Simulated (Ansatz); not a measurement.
System: C2H5Si, charge 0, doublet. C2H5Si (SMILES [C](=C/[SiH3])/[H], doublet).
B3LYP-D3(BJ)/def2-TZVP minimum from Ansatz (a quantum-chemistry and plane-wave program):
```xyz
8

Si     0.9854     0.0771    -0.1344
C     -0.7943    -0.5170    -0.0334
C     -1.7582     0.2640     0.3650
H      1.0454     1.4912     0.2967
H      1.4870    -0.0423    -1.5248
H      1.8514    -0.7487     0.7415
H     -1.0062    -1.5481    -0.3207
H     -1.8583     1.2868     0.6998
```
Charge 0, spin multiplicity 2.

Atomisation energy term by term, kcal/mol (programs: Ansatz). Open shells are spin-unrestricted; no spin-orbit coupling. Correlated methods leave the cores frozen. Rows without X2C or -DK are non-relativistic. CBS(X,Y): correlation extrapolated as X^-3, Hartree-Fock from the larger set. A bracket is a step between two methods taken in the basis named. 'core' is core correlation in cc-pwCVTZ (1s frozen past Ne), 'X2C' scalar relativity in cc-pVTZ-DK, both at CCSD(T). For partners of very few electrons the exact lower level stands in for a higher one. The UHF reference of C2H5Si ([H]/[C]=C\[SiH3], doublet) is spin-contaminated (<S^2> up to 0.17 over the pure value in the sets run).

| term | basis | kcal/mol |
|---|---|---|
| Hartree-Fock | cc-pV(Q+d)Z | 502.57 |
| CCSD correlation | CBS(cc-pV(T+d)Z,cc-pV(Q+d)Z) | 146.51 |
| (T) | CBS(cc-pV(T+d)Z,cc-pV(Q+d)Z) | 8.94 |
| CCSDT(Q) - CCSD(T) | cc-pV(D+d)Z | 0.89 |
| core correlation | cc-pwCVTZ | 1.87 |
| scalar relativity | X2C, cc-pVTZ-DK | -0.96 |
| sum: De |  | 659.8 |
